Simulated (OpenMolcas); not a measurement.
**Ni5+, Pd5+, Pt5+: d5 down the group**

```yaml
Program: OpenMolcas 26.06
Method: RASSCF
Basis: ANO-RCC-VQZP
Scalar_Hamiltonian: DKH2, point nucleus
Spin-orbit_coupling: RASSI with atomic mean-field integrals over the reference wave functions, term energies averaged over their components
```

Active space for each ion: 11 electrons in 8 orbitals (RAS1 p, at most 2 holes; RAS2 d).

Computed levels in cm-1 above 6S 5/2:

```
                               Level   Ni5+   Pd5+   Pt5+
                              4G 7/2  48173  33893  29512
                             4G 11/2  48198  34100  31302
                              4G 9/2  48226  34240  32611
                              4P 1/2  49888  35651  33393
                              4D 7/2  57069  39877  38928
                              4D 1/2  57240  40958  43768
                             2I 11/2  70391  49414  45687
                             2I 13/2  70618  50627  50406
                              2H 9/2  81103  57297  56395
weight of 6S in the lowest level (%)    100     99     84
```

Mixed levels, with the weight of the term that names them: Pd5+ 2H 9/2 (69 %), Pt5+ 4G 7/2 (62 %), Pt5+ 4P 1/2 (70 %), Pt5+ 4D 7/2 (64 %), Pt5+ 2I 11/2 (70 %), Pt5+ 2H 9/2 (55 %).

Measured, with the error of the calculation in %. Measured levels: Ni5+ from Corliss and Sugar, J. Phys. Chem. Ref. Data 10, 197 (1981).

```tsv
Level	Ni5+
4G 11/2	41921 (+15.0)
4P 1/2	46325 (+7.7)
4D 7/2	50331 (+13.4)
2I 11/2	61196 (+15.0)
2I 13/2	61280 (+15.2)
2H 9/2	72909 (+11.2)
```

Without spin-orbit coupling 4G lies 48190, 34050, 30802 cm-1 above 6S in that order; the difference to the level 4G 7/2, of either sign, comes from spin-orbit coupling, which also lowers the zero.

Without dynamic correlation excited terms often stand tens of per cent too high (terms of higher spin than the ground term too low), and those without a measured partner can miss by more than the paired ones. Active for correlation alone: 3p; no level in the range computed is led by a configuration that opens it, so any true level of that kind is missing (holds for Ni5+). Active for correlation alone: 4p; no level in the range computed is led by a configuration that opens it, so any true level of that kind is missing (holds for Pd5+). Active for correlation alone: 5p; no level in the range computed is led by a configuration that opens it, so any true level of that kind is missing (holds for Pt5+). Computed and measured levels are paired by configuration, term and J; levels that our copy of the source lacks, or whose pairing is in doubt (as where it misses far off the trend of its configuration), stay unpaired and out of the deviations. Only configurations of the active space appear.
